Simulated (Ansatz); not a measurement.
A nudged elastic band was laid between two geometries of F3Ge2H3 + H2 (10 atoms, charge 0, multiplicity 1).

Level of theory: Ansatz, RKS PBE/def2-SVP.

* movable images: 7
* climbing image: yes
* spring: 5.0 eV/Å²
* optimiser: quadratic models (default)
* start path: through a guess of the saddle point
* force threshold: 0.05 eV/Å
* iteration limit: 60
* end points: relaxed

Initial state:

```xyz
10
Properties=species:S:1:pos:R:3
Ge 0.399 -0.298 0.186
Ge 0.206 -0.227 2.612
H -1.020 -1.079 3.007
H 1.514 -0.815 3.187
H 0.026 1.254 3.012
F 1.745 0.619 -0.442
F -1.003 0.342 -0.648
F 0.602 -1.907 -0.458
H -2.673 0.983 0.964
H -3.101 1.128 1.586
```

Final state:

```xyz
10
Properties=species:S:1:pos:R:3
Ge -0.449 0.011 -0.860
Ge -0.289 -0.002 3.487
H -0.841 -0.198 4.922
H 0.872 -0.991 3.235
H 0.199 1.454 3.312
F 0.712 0.377 0.383
F -0.076 1.061 -2.189
F -0.105 -1.604 -1.386
H -1.894 0.176 -0.378
H -1.433 -0.284 2.478
```

Q: Which bonds break or form, and what moves?

A: Bonds broken: Ge1–Ge2, H9–H10. Bonds formed: Ge1–H9, Ge2–H10. F3Ge2H3 + H2 becomes F3GeH + GeH4.

Q: What energy profile does the band end with?

A: The forces met the threshold. The highest image is number 5 of 0 to 8, 2.97 eV above the first end and 2.77 eV above the last; the last end lies 0.20 eV above the first. Neighbouring images differ by up to 2.5 eV, so the band resolves the path poorly. A vibrational analysis at the climbing image gives one clearly imaginary mode, 1499i cm⁻¹: a first-order saddle point. The orbitals stay closed-shell, which can raise the energy where a bond breaks towards radicals; this wasn't checked here.

```csv
image,path coordinate (Å),energy (eV),Ge1–Ge2 (Å),H9–H10 (Å),Ge1–H9 (Å)
0,0.00,0.00,2.43,0.77,3.42
1,1.05,0.01,2.43,0.77,3.46
2,2.11,0.02,2.43,0.77,3.31
3,3.16,0.06,2.43,0.77,2.94
4,4.21,0.42,2.46,0.77,2.44
5,5.27,2.97,2.72,1.23,1.77
6,6.41,0.84,3.36,1.89,1.54
7,7.56,0.26,3.97,2.21,1.53
8,8.71,0.20,4.35,2.93,1.53
```

Q: What is the geometry of the highest image?

A: 
```xyz
10
Properties=species:S:1:pos:R:3:forces:R:3
Ge -0.331 -0.018 0.081 0.00 0.00 0.01
Ge -0.092 0.074 2.789 0.00 0.01 0.00
H -1.318 -0.203 3.711 -0.01 0.00 0.00
H 1.003 -0.986 3.041 0.00 0.00 0.00
H 0.413 1.517 3.012 0.00 0.00 -0.01
F 1.386 0.379 0.272 0.01 0.00 0.00
F -0.797 1.421 -0.781 -0.01 0.02 -0.02
F -0.127 -1.546 -0.726 0.01 -0.02 -0.02
H -2.046 -0.399 0.288 0.01 0.00 0.00
H -1.395 -0.239 1.319 0.00 0.00 0.03
```

The band took 16 iterations and about 14 core-minutes.

The run took 3.8 min on 4 threads of Intel(R) Xeon(R) Platinum 8259CL CPU @ 2.50GHz (Skylake/Cascade Lake), on a shared host, peak memory 0.23 GiB.
